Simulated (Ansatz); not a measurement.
`C[O][AlH][SiH2][SiH3]` and `C[O][AlH][GeH3]` differ in one atom or group.

Ansatz, PBE0-D4/def2-TZVP geometries, multiplicity 1. Each molecule was computed in one conformer, which needn't be the lowest.

Scalar relativity is left out up to krypton.

```tsv
property	`C[O][AlH][SiH2][SiH3]`
HOMO energy (ωB97M-V/def2-TZVPP) / eV	-9.31
HOMO energy (PBE/def2-TZVPP) / eV	-6.21
LUMO energy (PBE0/def2-TZVPP) / eV	-1.57
HOMO–LUMO gap (PBE/def2-TZVPP) / eV	3.92
LUMO energy (ωB97M-V/def2-TZVPP) / eV	0.06
HOMO–LUMO gap (PBE0/def2-TZVPP) / eV	5.77
```

(1) What does the change do to each property? (Best estimate.)

Answers

(1) Computed: 
```json
{"property": "HOMO energy (ωB97M-V/def2-TZVPP) / eV", "`C[O][AlH][GeH3]`": "-9.48", "shift": "-0.17"}
{"property": "HOMO energy (PBE/def2-TZVPP) / eV", "`C[O][AlH][GeH3]`": "-6.26", "shift": "-0.05"}
{"property": "LUMO energy (PBE0/def2-TZVPP) / eV", "`C[O][AlH][GeH3]`": "-1.37", "shift": "0.20"}
{"property": "HOMO–LUMO gap (PBE/def2-TZVPP) / eV", "`C[O][AlH][GeH3]`": "4.16", "shift": "0.24"}
{"property": "LUMO energy (ωB97M-V/def2-TZVPP) / eV", "`C[O][AlH][GeH3]`": "0.27", "shift": "0.21"}
{"property": "HOMO–LUMO gap (PBE0/def2-TZVPP) / eV", "`C[O][AlH][GeH3]`": "6.07", "shift": "0.30"}
```

With PBE0 the HOMO falls by 0.10 eV and the LUMO rises by 0.20 eV, so the gap widens by about 0.30 eV. PBE moves the HOMO by -0.05 eV and ωB97M-V by -0.17 eV.
